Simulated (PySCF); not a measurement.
C3H6OSi, SMILES O=C1CC[SiH2]1. Atoms are numbered in the order given.

```xyz
11

O      1.9478     0.1265     0.8898
C      0.8352    -0.0037     0.4409
C     -0.2615    -1.0268     0.8352
C     -1.4086    -0.6420    -0.1474
Si    -0.3778     0.7814    -0.9250
H      0.1217    -2.0644     0.7174
H     -0.5194    -0.9091     1.9109
H     -2.3380    -0.3168     0.3588
H     -1.6751    -1.4511    -0.8547
H     -0.8752     2.1865    -0.6957
H      0.0026     0.6386    -2.3773
```
Charge 0, spin multiplicity 1.

Geometry: PBE-D3(BJ)/def2-SVP. A frequency run showed that this geometry is not a minimum. The structure was generated by enumeration, and PubChem lists no compound with its InChIKey, so it may never have been made.

Computed with SMD-M06-2X/def2-SVP (PySCF).

Solvation free energies are E(SMD) − E(gas) at the gas-phase geometry, for 1 M in both phases. In vacuum the dipole moment is 2.71 D.

```tsv
solvent	ΔG(solv) (kcal/mol)	its non-electrostatic (CDS) part	dipole (D)
water	-1.6	4.0	3.75
dimethylsulfoxide	-4.1	-0.8	3.30
acetone	-4.8	-1.4	3.30
```
